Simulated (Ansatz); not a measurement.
Input file for Ansatz (an electronic-structure program): R-wB97X-V/def2-TZVPP on BeH+, 2S+1 = 1, a spin state set in the input, which need not be the lowest, a point of a bond scan (R = 1.332 Å). Charge +1.

Ansatz 0.2 input:
```yaml
crystal:
  periodic: [false, false, false]
  atoms:
    - {symbol: H, position_ang: [0.00000000, 0.00000000, 0.00000000]}
    - {symbol: Be, position_ang: [0.00000000, 0.00000000, 1.33208500]}
basis:
  gaussian:
    orbitals: def2-TZVPP
    pivot_positions_ang: [[0.00000000, 0.00000000, 0.00000000], [0.00000000, 0.00000000, 1.33208500]]
hamiltonian:
  xc: {name: wB97X-V}
total_charge: 1
output: {forces: true, orbitals: {seedname: ./end}}
```

Output:

```
WARN ansatz: RAYON_NUM_THREADS=2 ignored (pool sized by the plan → 2); use --threads N
Functional definition: wB97X-V
integrals: 0.01 GiB planned
200 factors; their error is unknown
integrals: 0.04 GiB planned
93 factors; integrals over basis functions are off by at most 3.0e-5 eV
mean field: 0.08 GiB planned
mean field evaluation 1: about -406.4073 eV, gradient 9.5e0 eV
mean field evaluation 2: about -406.6389 eV, gradient 9.4e-1 eV
mean field evaluation 4: about -406.6469 eV, gradient 9.3e-2 eV
mean field evaluation 8: about -406.6452 eV, gradient 2.7e-3 eV
mean field -406.64516898 eV, -14.9439343260 hartree, gradient 1.6e-5 eV, S^2 0.000000; 0 other end points of the search recorded, 0 dependent functions left out
the calculation of the forces begins
reference -406.64516771 eV, -14.9439342795 hartree; 2, 2 occupied and 31, 31 virtual orbitals, 200 factors
Total energy: -406.64516771 eV, -14.9439342795 hartree
Atom 0 at     0.000000     0.000000     0.000000 Å, force     0.000000     0.000000     0.143724 eV/Å
Atom 1 at     0.000000     0.000000     1.332085 Å, force    -0.000000    -0.000000    -0.143724 eV/Å
Dipole moment:    -0.000000     0.000000     0.747006 e Å
```

The calculation finished and met its thresholds.

Cost: roughly 0.8 core-seconds.
